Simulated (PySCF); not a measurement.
**Tb⁶⁰⁺: fine-structure interval**

Tb⁶⁰⁺ [He] 2s2 2p1 [2p1/2^1, M_J = 1/2] → Tb⁶⁰⁺ [He] 2s2 2p1 [2p3/2^1, M_J = 3/2], as a difference of total energies. All numbers are calculated (PySCF 2.14, the two-component X2C-1e Hamiltonian, in an uncontracted even-tempered set (17 s from 42 bohr⁻², ratio 2.4; 13 p from 55 bohr⁻², ratio 2.4; 5 d from 180 bohr⁻², ratio 2.6; 4 f from 260 bohr⁻², ratio 2.6)). Correlated levels: nothing frozen; the 30 highest virtual spinors dropped. "Screened" scales the spin-orbit matrix elements by Boettger's factors to mimic the two-electron term; Breit and QED terms are absent.

```json
{"method": "GHF (screened spin-orbit)", "fine-structure interval (cm⁻¹)": "6649000"}
{"method": "GMP2 (screened spin-orbit)", "fine-structure interval (cm⁻¹)": "6633800"}
{"method": "GHF (bare spin-orbit)", "fine-structure interval (cm⁻¹)": "6878000"}
```
